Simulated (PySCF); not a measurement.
**Diatomic cations of B with the second period**

PBE0 with double-zeta basis sets in PySCF, for the lowest determinant that a PBE0 search found; no spin–orbit coupling. De refers to high-spin ground-configuration atoms (the charge goes to the atom of lower measured ionisation energy or higher electron affinity, which is not always the lowest computed limit). A positive dipole points towards B; it is taken about the centre of mass and depends on that origin.

```csv
M,basis,charged atom,state (unpaired electrons),Re (Å),ωe (cm⁻¹),De (eV),μ (D)
Li,cc-pVDZ,Li+,doublet (σ ↑),2.507,323,0.85,-5.10
Be,def2-SVPD,B+,singlet (closed shell),2.212,473,2.26,-3.30
B,"6-31G(d,p)",B+,doublet (σ ↑),2.175,403,2.50,n/a
N,aug-pcseg-1,B+,"quartet (σ ↑, π ↑↑)",1.437,1167,2.16,2.83
O,x2c-SVPall,B+,singlet (closed shell),1.186,2011,4.18,5.94
F,aug-pcseg-1,B+,doublet (σ ↑),1.222,1667,5.32,3.44
```

Task: By what factor does the harmonic wavenumber vary along the series?

Result: At PBE0 it runs from 323 cm⁻¹ (LiB⁺) to 2011 cm⁻¹ (BO⁺), a factor of 6.23.

The rows differ in basis set, which adds steps of its own.

The state changes along the series, so neighbouring rows are not always alike in their bonding.

For an ion De counts to the pair picked by the measured ionisation energies or electron affinities, which need not be the lowest pair at this level. States were picked by a PBE0 search and need not be the measured ground states.
